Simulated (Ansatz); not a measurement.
```xyz
9

C     1.066   -0.645    0.196
Si   -0.219    0.653    0.137
F    -0.630    1.144    1.580
F     0.253    1.915   -0.686
C    -1.767    0.055   -0.669
N    -2.705   -0.373   -1.180
H     0.711   -1.509    0.761
H     1.322   -0.975   -0.814
H     1.970   -0.264    0.676
```

The species carries charge 0 and has multiplicity 1.

Task: List the CAM-B3LYP/def2-TZVPP orbital energies in eV (Ansatz). (An estimate is asked.)

Result: Ansatz gave: Occupied: -1803.81, -674.38, -674.38, -392.38, -279.88, -279.43, -148.15, -103.53, -103.51, -103.43, -35.85, -35.33, -27.46, -22.59, -18.90, -16.77, -16.40, -15.58, -14.79, -14.76, -14.45, -13.95, -13.74, -12.73, -12.04, -11.88, -11.74. Lowest empty: 0.23, 0.32, 1.46, 2.72, 3.22, 3.32, 3.53, 3.89.
